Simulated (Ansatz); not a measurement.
Basis-set series for `Br[SiH]1[NH][AlH]1`. The species carries charge 0 and has multiplicity 1. All single points use the PBE0-D4/def2-TZVP geometry.

Cartesian coordinates in Å:
```
Br -1.447 1.013 2.195
Si 0.249 0.407 0.855
N -0.120 -0.857 -0.287
Al 0.200 0.467 -1.437
H 1.343 0.127 1.821
H -0.394 -1.818 -0.146
H 0.169 0.660 -3.001
```

```csv
functional,basis,functions,energy (Eh),HOMO (eV),LUMO (eV)
PBE0-D4,def2-SVP,97,-3161.57150,-6.64,-1.24
PBE0-D4,def2-QZVPP,376,-3162.21468,-6.69,-1.45
ωB97M-V,def2-SVP,97,-3161.96252,-8.54,0.50
ωB97M-V,def2-QZVPP,376,-3162.60264,-8.64,0.05
```

(1) Give the rows for def2-TZVPP. (An estimate is asked.)

Results:

(1) The calculation gave: 
```json
{"functional": "PBE0-D4", "basis": "def2-TZVPP", "functions": "205", "energy (Eh)": "-3162.14159", "HOMO (eV)": "-6.68", "LUMO (eV)": "-1.39"}
{"functional": "ωB97M-V", "basis": "def2-TZVPP", "functions": "205", "energy (Eh)": "-3162.53248", "HOMO (eV)": "-8.62", "LUMO (eV)": "0.27"}
```

Positive LUMOs are unbound and depend on the basis. Scalar relativity is left out up to krypton.

Results of the Gaussian-basis code of Ansatz.
